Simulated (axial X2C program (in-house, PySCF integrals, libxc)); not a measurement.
**SnBr⁺: from Re and ωe to a spectrum**

A bond curve at the CCSD(T) level, 2c, was computed with an in-house all-electron X2C program for linear molecules (integrals from PySCF) (basis Sn dyall-cv3z [11s12p9d4f1g], Br dyall-cv3z [8s9p6d4f1g] (cores contracted in-house)) for the state Ω = 0 (closed shell). Its fit gives Re = 2.4173 Å, ωe = 297.9 cm⁻¹, ωexe = 0.551 cm⁻¹ and αe = 1.607e-04 cm⁻¹; the masses are 119.9022 and 78.9183 u. Two-component means X2C with spin–orbit coupling and atomic mean-field Coulomb and Gaunt terms.

Correlated methods: 10 electrons correlated (number of frozen shells: Sn 4 s, 3 p, 2 d; Br 3 s, 2 p, 1 d), 274 virtual spin orbitals or spinors in MP2, 90 natural virtuals in coupled cluster.

Task: Find the reduced mass, Be and the force constant.

Result: From the CCSD(T) values: μ = 47.5931 u. Be = 16.8576/(μ Re²) = 0.06062 cm⁻¹. k = 5.8918×10⁻⁷ μ ωe² = 2.49 mdyn/Å.

Task: A Morse curve ties αe to the other constants (Pekeris). How well does that hold?

Result: αe(Morse) = 6Be²/ωe × (√(ωexe/Be) − 1) = 1.491e-04 cm⁻¹; the CCSD(T) curve gives 1.607e-04 cm⁻¹, a ratio of 0.93.

Task: Give B0, the J = 1←0 line in GHz and the most populated J at 300 K (kT = 208.5 cm⁻¹).

Result: B0 = Be − αe/2 = 0.06054 cm⁻¹; 2B0 = 3.63 GHz; J(max) ≈ √(kT/2B0) − 1/2 = 41.0, so J = 41.

Task: Where do the fundamental and the first overtone lie?

Result: ν(1←0) = ωe − 2ωexe = 296.8 cm⁻¹; ν(2←0) = 2ωe − 6ωexe = 592.5 cm⁻¹.

Task: Estimate De from a Morse curve and compare with the computed well depth of 3.244 eV to Sn+ + Br.

Result: De(Morse) = ωe²/(4ωexe) = 4.992 eV against 3.244 eV computed, a ratio of 1.54. The extrapolation overshoots: the well softens faster than a Morse curve, or the lowest atomic limit lies below the one to which the curve heads.

One determinant describes the state; a PBE0 search over occupations chose it and may have missed a lower one. De is counted from the lowest determinant-based energies of the atoms at the same level, without counterpoise correction. Coupled cluster ran in a truncated set of natural virtual spinors; the MP2 energy of the rest was added. (T) has no such correction and the atoms are truncated less, which lowers De at CCSD(T) by a hundredth of an eV or more. With the outer-core shells frozen, correlated bond lengths of heavy atoms tend to come out a few hundredths of an ångström too long.
